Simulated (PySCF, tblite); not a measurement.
Isomers of C3H5F3O2Si, one GFN2-xTB conformer each. Single-point energies are computed at PBE0/pcSseg-1 (PySCF, gas phase, no added dispersion term), electronic only.

**Question.** Rank them by PBE0/pcSseg-1 energy, lowest first (kJ/mol).
A. `[O:1]=[C:2]([CH2:3][SiH2:4][OH:5])[C:6]([F:7])([F:8])[F:9]` with O1–C2–C3–Si4 81°, C2–C3–Si4–O5 78°, C3–Si4–O5–H -57°
B. `[F:1][C:2]([F:3])([F:4])[O:5][C@H:6]1[O:7][CH2:8][SiH2:9]1` with C2–O5–C6–O7 63°, O5–C6–O7–C8 95°, C6–O7–C8–Si9 13°, O7–C8–Si9–C6 -10°, O5–C6–Si9–C8 -103°
C. `[CH2:1]=[C:2]([O:3][SiH2:4][OH:5])[C:6]([F:7])([F:8])[F:9]` with C1–C2–O3–Si4 2°, C2–O3–Si4–O5 -179°, O3–Si4–O5–H -19°
D. `[O:1]=[C:2]([CH2:3][C:4]([F:5])([F:6])[F:7])[O:8][SiH3:9]` with O1–C2–C3–C4 154°, O1–C2–O8–Si9 -2°

**Answer.** C (0.0), D (3.1), A (36.8), B (242.5).

As drawn, the lowest has an O–H bond, an Si–O bond and a C=C bond outside aromatic rings, which the highest lacks; the highest has a four-membered ring and an Si–C bond, which the lowest lacks. Neighbours under 10 kJ/mol apart (C=C(O[SiH2]O)C(F)(F)F and O=C(CC(F)(F)F)O[SiH3]) can change places with a better method, another conformer or zero-point energy. GFN2-xTB itself gives, in the same order: 0.0, 31.7, 126.1, 269.3. Both levels put the same isomer lowest; measured from each level's own lowest isomer, the values differ by up to 89.3 kJ/mol (O=C(C[SiH2]O)C(F)(F)F: 126.1 against 36.8).

**Question.** Which frontier levels, dipoles and rotational constants go with these structures?

**Answer.** 
```tsv
SMILES	HOMO (eV, PBE0/pcSseg-1)	LUMO (eV)	dipole (D)	A, B, C (MHz)
C=C(O[SiH2]O)C(F)(F)F	-7.81	-0.37	1.84	2735, 761.4, 669.8
O=C(CC(F)(F)F)O[SiH3]	-8.63	-0.36	1.37	2621, 830.1, 720.1
O=C(C[SiH2]O)C(F)(F)F	-8.27	-1.68	1.88	2179, 954.7, 819.3
FC(F)(F)O[C@H]1OC[SiH2]1	-8.29	-0.68	4.48	2955, 858.0, 797.7
```

**Question.** What happens when harmonic zero-point energies from GFN2-xTB frequencies are added?

**Answer.** 
| SMILES | ZPE (kJ/mol) | electronic (kJ/mol) | with ZPE (kJ/mol) |
| --- | --- | --- | --- |
| C=C(O[SiH2]O)C(F)(F)F | 207.9 | 0.0 | 0.0 |
| O=C(CC(F)(F)F)O[SiH3] | 204.9 | 3.1 | 0.2 |
| O=C(C[SiH2]O)C(F)(F)F | 209.2 | 36.8 | 38.1 |
| FC(F)(F)O[C@H]1OC[SiH2]1 | 211.5 | 242.5 | 246.0 |

The zero-point energies span 6.6 kJ/mol. The order is unchanged.
